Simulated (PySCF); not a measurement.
A structure optimised at PBE0-D3(BJ)/def2-SVP, used in a PySCF frequency run:

```xyz
10

Te     0.2399    -0.8679     0.3109
O     -1.5222    -0.8930    -0.6700
C     -2.6497    -0.5025     0.0658
H     -2.5944     0.5451     0.4188
H     -3.5142    -0.5872    -0.6138
H     -2.8394    -1.1470     0.9442
Ge     0.6933     1.5732    -0.3320
H      1.9712     2.0033     0.4110
H      0.8895     1.6947    -1.8513
H     -0.4967     2.4405     0.1124
```

Question: Write its SMILES and formula.

Answer: CO[Te][GeH3], CH6GeOTe

Question: What are its rotational constants (standard atomic weights)?

Answer: 3.1596, 1.3080, 0.97202 GHz
